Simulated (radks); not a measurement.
Question: Species: Tb. Configuration: [Xe] 4f9 6s2 (the NIST ground configuration). Method: Dirac Kohn-Sham, exchange-only PBE, spin-unpolarised, spherical densities, point nucleus; open shells are shared between the two j in proportion to 2j + 1; computed with a radial shooting solver on a logarithmic mesh with Libxc functionals. Some entries of the table are withheld. Estimate them.

orbital,occ.,eigenvalue (hartree),<1/r> (bohr^-1)
1s1/2,2,-1903.852,73.13
2s1/2,2,(1),17.48
2p1/2,2,-299.7053,17.45
2p3/2,4,-272.2648,15.35
3s1/2,2,(2),6.378
3p1/2,2,-63.09958,6.293
3p3/2,4,-57.43520,5.760
3d3/2,4,(3),5.640
3d5/2,6,(4),5.508
4s1/2,2,-13.81416,2.665
4p1/2,2,-11.14351,2.557
4p3/2,4,-9.88164,2.375
4d3/2,4,-5.48714,2.154
4d5/2,6,-5.25924,2.109
5s1/2,2,-1.70462,1.003
5p1/2,2,-0.98937,0.8765
5p3/2,4,-0.82928,0.8099
6s1/2,2,-0.11478,0.2958
4f5/2,3.85714,-0.09013,1.515
4f7/2,5.14286,-0.06138,1.489

Answer: 
(1) 2s1/2 eigenvalue (hartree): -315.4029
(2) 3s1/2 eigenvalue (hartree): -69.91924
(3) 3d3/2 eigenvalue (hartree): -45.69708
(4) 3d5/2 eigenvalue (hartree): -44.46121
